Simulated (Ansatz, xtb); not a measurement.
**A geometry optimisation of Cl2H3Si2 with r2SCAN-D4/def2-SVP**

The starting geometry of this gas-phase doublet has its atoms placed at random.

```yaml
atoms:
  - { symbol: Cl, position_ang: [0.6192, -0.0778, 0.2843] }
  - { symbol: Cl, position_ang: [-1.1498, -1.9098, -0.5952] }
  - { symbol: Si, position_ang: [-0.1634, 0.2773, -2.2964] }
  - { symbol: Si, position_ang: [0.2920, 2.1352, 0.8129] }
  - { symbol: H, position_ang: [-0.1138, 1.3684, -0.4012] }
  - { symbol: H, position_ang: [-1.0834, -0.1146, 0.2416] }
  - { symbol: H, position_ang: [1.4200, 1.0353, 0.7717] }
```

Task: Guess where an optimisation with r2SCAN-D4/def2-SVP ends from this start.

Result: It ends as a structure with Cl1 bridging Si4 and H6, Cl2 bridging Si3 and H6, H5 bridging Si3 and Si4, H6 bridging Cl2 and Cl1, given below by its coordinates. Distances that change by over a tenth: Si4–H5 (1.49 → 1.67 Å). Contacts that open: Cl1–H7 (1.46 → 2.78 Å). Contacts that close: Cl1–H6 (1.70 → 1.52 Å), Cl2–Si3 (2.94 → 2.31 Å), Cl2–H6 (1.98 → 1.60 Å), Si3–H5 (2.19 → 1.71 Å).

The energy falls by 8.64 eV over 26 steps:

```tsv
step	E − E(last) (eV)
1	8.645
4	2.774
7	0.643
9	0.129
12	0.049
15	0.039
18	0.020
20	0.004
23	0.001
26	0.000
```

Final geometry (Å):

```yaml
atoms:
  - { symbol: Cl, position_ang: [-0.2588, -0.1766, 1.6763] }
  - { symbol: Cl, position_ang: [-0.5641, -1.2691, -1.2027] }
  - { symbol: Si, position_ang: [-0.5208, 0.8816, -2.0446] }
  - { symbol: Si, position_ang: [0.6149, 1.7352, 0.6536] }
  - { symbol: H, position_ang: [-0.6006, 1.5697, -0.4816] }
  - { symbol: H, position_ang: [-0.4345, -0.8836, 0.3476] }
  - { symbol: H, position_ang: [1.5848, 0.8566, -0.1309] }
```

From the same start GFN2-xTB ends elsewhere, in pieces: ClSi + H2Si + ClH.

From so rough a start the end depends on the optimiser's path, so another program may land elsewhere. No frequencies were run, so the end isn't proven a minimum. Open shells are spin-unrestricted. Run with Ansatz 0.2.0, 3.6 min on 2 threads of Intel(R) Xeon(R) Platinum 8375C CPU @ 2.90GHz (Ice Lake), with other jobs on the host.
